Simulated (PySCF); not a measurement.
CH9GeN3, SMILES [CH3][Ge]([NH2])([NH2])[NH2].

Geometry: PBE0-D3(BJ)/def2-SVP. The values are those of a single conformer.

All values below come from TDDFT-PBE/def2-SVPD (PySCF).

Vertical excitations.  State labels are in the subgroup Cs.

```
state  symmetry  energy (eV)  λ (nm)      f                            main pairs
-----  --------  -----------  ------  -----  ------------------------------------
S1           A"         4.92     252  0.038                        HOMO→LUMO 99 %
S2           A'         5.11     243  0.047                      HOMO−1→LUMO 99 %
S3           A'         5.95     209  0.040                      HOMO−2→LUMO 97 %
S4           A"         6.10     203  0.000                      HOMO→LUMO+1 99 %
S5           A'         6.35     195  0.004  HOMO→LUMO+2 70 %, HOMO−1→LUMO+1 29 %
S6           A'         6.37     195  0.023  HOMO−1→LUMO+1 70 %, HOMO→LUMO+2 28 %
S7           A"         6.41     193  0.003  HOMO−1→LUMO+2 83 %, HOMO→LUMO+3 16 %
S8           A"         6.48     191  0.035  HOMO→LUMO+3 80 %, HOMO−1→LUMO+2 16 %
S9           A'         6.68     186  0.017                    HOMO−1→LUMO+3 98 %
S10          A"         7.05     176  0.000                     HOMO→LUMO+4 100 %
T1           A"         4.72     263      0                       HOMO→LUMO 100 %
T2           A'         4.93     251      0                      HOMO−1→LUMO 99 %
T3           A'         5.76     215      0                      HOMO−2→LUMO 93 %
T4           A"         6.05     205      0                      HOMO→LUMO+1 98 %
```
Triplets are in the Tamm–Dancoff approximation, which puts them higher than full response would, so one can lie above its singlet here.
